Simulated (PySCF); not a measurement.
**What PySCF settings do for CBr**

Base input, run as `OMP_NUM_THREADS=1 python input.py` with PySCF 2.14:

```python
from pyscf import gto, scf

mol = gto.M(
    atom='C 0 0 0; Br 0 0 1.825',
    basis='cc-pvdz',
    charge=0,
    spin=1,
    verbose=4,
)
mf = scf.UHF(mol)
mf.kernel()
mf.analyze()
print('orbital energies (hartree):', [e[max(0, n-3):n+3].round(4) for e, n in zip(mf.mo_energy, mol.nelec)])
```

Base result: E(SCF) = -2610.111223 Eh, 12 cycles, ⟨S²⟩ = 0.762, μz(SCF) = 0.96 D. The bond length is a typed value, not an optimised one. No search for the lowest solution was made.

Run time: 1.1 s on 1 thread of Arm Neoverse V1 (shared host), peak memory 0.12 GiB.

Each row names what differs from the base; energies in brackets are changes from the base.

```tsv
change	result	wall time (s)
functional: none (Hartree–Fock) → r2scan; SCF type: UHF → UKS	not converged: SCF after 50 cycles	14
density fitting: none → cc-pvdz-jkfit [this fitting set is unfit for the basis or for exact exchange; a fit set errs by some meV]	E(SCF) = -2609.437044 Eh (+18.3454 eV), 12 cycles, ⟨S²⟩ = 0.762, μz(SCF) = 0.94 D	0.96
geometry: bond 1.825 → bond 0.5 [unsound on purpose]	E(SCF) = -2591.555465 Eh, 10 cycles, ⟨S²⟩ = 0.755, μz(SCF) = -3.50 D	1
step after the SCF: analyze → polarizability	E(SCF) = -2610.111223 Eh (+0.0000 eV), 12 cycles, ⟨S²⟩ = 0.762, μz(SCF) = 0.96 D, α(xx, yy, zz) = 18.6, 15.1, 36.7 bohr³	1
second-order solver: off → on	E(SCF) = -2610.111223 Eh (+0.0000 eV), 3 cycles, ⟨S²⟩ = 0.762, μz(SCF) = 0.96 D	1
basis set: cc-pvdz → pcseg-1	E(SCF) = -2609.790355 Eh (+8.7313 eV), 12 cycles, ⟨S²⟩ = 0.761, μz(SCF) = 0.90 D	1.1
cycle limit: 50 → 8	not converged: SCF after 8 cycles	0.98
smearing width (hartree): none → 0.05 [smearing does not keep the typed spin]	E(SCF) = -2609.934985 Eh (+4.7957 eV), 12 cycles, μz(SCF) = 1.60 D	0.94
PCM solvent, dielectric constant: none → 32.6	E(SCF) = -2610.113178 Eh (-0.0532 eV), 12 cycles, ⟨S²⟩ = 0.762, μz(SCF) = 1.23 D	2.8
functional: none (Hartree–Fock) → tpss; SCF type: UHF → UKS	E(SCF) = -2611.987783 Eh, 10 cycles, ⟨S²⟩ = 0.755, μz(SCF) = 1.53 D	4.2
geometry: bond 1.825 → bond 1.953	E(SCF) = -2610.108326 Eh (+0.0788 eV), 13 cycles, ⟨S²⟩ = 0.762, μz(SCF) = 0.18 D	1
step after the SCF: analyze → mp2; frozen orbitals: default → 0	E(SCF) = -2610.111223 Eh (+0.0000 eV), 12 cycles, E(MP2) − E(SCF) = -0.22279 Eh, ⟨S²⟩ = 0.762, μz(SCF) = 0.96 D	1
point-group symmetry: off → on [may be another electronic state]	not converged: SCF after 50 cycles	1.3
basis set: cc-pvdz → def2-tzv2p [unsound on purpose]	stops with BasisNotFoundError (def2-tzv2p)	0.64
step after the SCF: analyze → stability	E(SCF) = -2610.111223 Eh (+0.0000 eV), 12 cycles, ⟨S²⟩ = 0.762, μz(SCF) = 0.96 D, internal stable; real -> complex stable; UHF/UKS -> GHF/GKS unstable	1.5
step after the SCF: analyze → mp2; frozen orbitals: default → 10	E(SCF) = -2610.111223 Eh (+0.0000 eV), 12 cycles, E(MP2) − E(SCF) = -0.21321 Eh, ⟨S²⟩ = 0.762, μz(SCF) = 0.96 D	1
electric field along z (a.u.): none → -0.01	E(SCF) = -2610.109263 Eh (+0.0533 eV), 12 cycles, ⟨S²⟩ = 0.761, μz(SCF) = 0.03 D	1
density fitting: none → auto [this fitting set is unfit for the basis or for exact exchange; a fit set errs by some meV]	E(SCF) = -2609.437044 Eh (+18.3454 eV), 12 cycles, ⟨S²⟩ = 0.762, μz(SCF) = 0.94 D	0.96
spin (2S): 1 → 5 [a high spin state]	E(SCF) = -2609.830544 Eh (+7.6377 eV), 10 cycles, ⟨S²⟩ = 8.764, μz(SCF) = 1.13 D	1
```

Problem. Order these changes by how far they move the SCF energy from the base, largest first: (1) PCM solvent, dielectric constant: none → 32.6; (2) electric field along z (a.u.): none → -0.01; (3) geometry: bond 1.825 → bond 1.953.

Solution. (3) +0.0788 eV, (2) +0.0533 eV, (1) -0.0532 eV.
